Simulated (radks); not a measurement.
All-electron atom: F I in [He] 2s2 2p5.

All-electron calculation, non-relativistic Kohn-Sham, revTPSS, spin-polarised, spherical densities, point nucleus; open shells are filled with parallel spins first; meta-GGA in the generalised Kohn-Sham scheme. Program: a radial shooting solver on a logarithmic mesh with Libxc functionals.

Energy parts (eV):
total: -2713.457
kinetic: 2706.131
electron-nucleus: -6491.192
Hartree: 1351.310
exchange-correlation: -279.706

Orbitals (lengths in bohr, moments of r in powers of bohr; r(max) is where P^2 peaks):
| orbital | occ. | eigenvalue (eV) | r(max) |
|---|---|---|---|
| 1s up | 1 | -667.9924 | 0.1146 |
| 1s down | 1 | -667.2535 | 0.1146 |
| 2s up | 1 | -31.5423 | 0.7599 |
| 2s down | 1 | -29.6481 | 0.7641 |
| 2p up | 3 | -11.9914 | 0.7021 |
| 2p down | 2 | -10.1820 | 0.7114 |

The highest occupied level is 2p down at -10.182 eV. Spin moment in Bohr magnetons: 1.
